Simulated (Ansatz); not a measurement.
Start from `[CH3][In]([F])[Cl]` and change one atom or group to get `[CH3][In]([Cl])[Br]`.

Ansatz, PBE0-D4/def2-TZVP geometries, multiplicity 1. 

Elements past krypton have def2 core potentials. Scalar relativity is left out up to krypton.

```json
{"property": "size of the dipole moment (PBE/def2-TZVPP) / D", "`[CH3][In]([F])[Cl]`": "4.00"}
{"property": "HOMO energy (B3LYP/def2-TZVPP) / eV", "`[CH3][In]([F])[Cl]`": "-8.46"}
{"property": "HOMO energy (PBE/def2-TZVPP) / eV", "`[CH3][In]([F])[Cl]`": "-7.36"}
{"property": "HOMO–LUMO gap (PBE/def2-TZVPP) / eV", "`[CH3][In]([F])[Cl]`": "4.83"}
{"property": "HOMO–LUMO gap (B3LYP/def2-TZVPP) / eV", "`[CH3][In]([F])[Cl]`": "6.49"}
{"property": "HOMO–LUMO gap (ωB97M-V/def2-TZVPP) / eV", "`[CH3][In]([F])[Cl]`": "11.09"}
```

Give the same properties after the change, and the shifts. (Estimate.)

The calculation gave: 
```
                                      property  `[CH3][In]([Cl])[Br]`  shift
size of the dipole moment (PBE/def2-TZVPP) / D                   3.44  -0.56
           HOMO energy (B3LYP/def2-TZVPP) / eV                  -7.95   0.51
             HOMO energy (PBE/def2-TZVPP) / eV                  -6.96   0.40
           HOMO–LUMO gap (PBE/def2-TZVPP) / eV                   4.40  -0.43
         HOMO–LUMO gap (B3LYP/def2-TZVPP) / eV                   5.94  -0.55
       HOMO–LUMO gap (ωB97M-V/def2-TZVPP) / eV                  10.39  -0.70
```

With PBE0 the HOMO rises by 0.51 eV and the LUMO falls by 0.06 eV, so the gap narrows by about 0.57 eV. PBE moves the HOMO by 0.40 eV and ωB97M-V by 0.56 eV. Dipoles are sizes alone; their direction can turn.

B3LYP here is the variant with VWN-RPA as its local correlation; programs differ in this.

Spin–orbit coupling is left out; it splits and shifts lone-pair levels of the heavy atoms by tenths of an eV.
